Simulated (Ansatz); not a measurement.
This geometry of FHOSSi (5 atoms, charge 0, multiplicity 1) is a first-order saddle point.

Theory: Ansatz 0.2.0, RKS r2SCAN/def2-SVP.

```xyz
5
Properties=species:S:1:pos:R:3
O -0.060 1.200 0.139
Si -0.029 -0.429 0.135
F 1.519 -0.828 0.344
S -1.485 -1.696 0.022
H 0.056 1.754 -0.640
```

(1) Which two structures does it join? (They come from a converged band through this point; their orientation in space is the band's.)

(2) How far does it lie above each of them?

## Answers

(1) No bond is made or broken. The dihedral H5–O1–Si2–S4 goes from -180 to 0°.

First end point:

```xyz
5
Properties=species:S:1:pos:R:3
O -0.326 1.159 -0.230
Si -0.129 -0.436 0.063
F 1.466 -0.626 0.246
S -1.481 -1.806 0.171
H 0.470 1.709 -0.250
```

Last end point:

```xyz
5
Properties=species:S:1:pos:R:3
O 0.323 1.173 -0.172
Si 0.095 -0.427 0.082
F 1.594 -0.948 0.314
S -1.527 -1.478 0.111
H -0.485 1.680 -0.334
```

(2) 0.187 eV above the first and 0.262 eV above the second. This is the barrier of this one path; another mechanism may lie lower.

Run time: 6.1 min on 1 thread of Intel(R) Xeon(R) Processor @ 2.50GHz (Skylake/Cascade Lake) (shared host), peak memory 0.14 GiB.
